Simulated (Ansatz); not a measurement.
Born–Oppenheimer molecular dynamics of H₆OSSi₂ (10 atoms, charge 0, multiplicity 1). It starts from a relaxed structure.

Method: Ansatz, RKS PBE0-D4/STO-3G.

| Quantity | Value |
| --- | --- |
| ensemble | NVE (velocity Verlet) |
| time step | 1 fs |
| steps asked | 100 |
| starting velocities drawn for | 300 K |
| seed | 638375 |

First frame:

```xyz
10
Properties=species:S:1:pos:R:3
O -1.825 0.481 -0.324
Si -0.121 0.523 -0.088
Si 0.437 -1.433 0.871
S 0.949 0.796 -1.911
H -2.051 1.411 -0.669
H 0.208 1.651 0.771
H 1.847 -1.451 1.180
H 0.155 -2.545 -0.003
H -0.293 -1.624 2.102
H 0.776 2.139 -1.925
```

Question: How far do the bonds stretch over the last three quarters of this one trajectory? (Pairs bonded in most of those frames.)

Answer: 
```tsv
bond	mean (Å)	spread (Å)	shortest	longest
O1–Si2	1.729	0.017	1.70	1.75
O1–H5	1.016	0.005	1.01	1.02
Si2–Si3	2.262	0.035	2.21	2.32
Si2–S4	2.140	0.030	2.09	2.18
Si2–H6	1.459	0.013	1.44	1.48
Si3–H7	1.444	0.021	1.41	1.47
Si3–H8	1.444	0.012	1.43	1.46
Si3–H9	1.444	0.010	1.43	1.46
S4–H10	1.355	0.013	1.34	1.37
```

Mean temperature of the second half: 114 K. The conserved energy stayed within 0.26 meV per atom of its start (net change 0.18 meV per atom), so the integration is sound. A run of 0.1 ps of so small a system gives no equilibrium averages. Limits of this set-up: minimal basis.

The run took 2.2 min on 1 thread of Arm Neoverse V2, with other jobs on the host, peak memory 0.09 GiB.
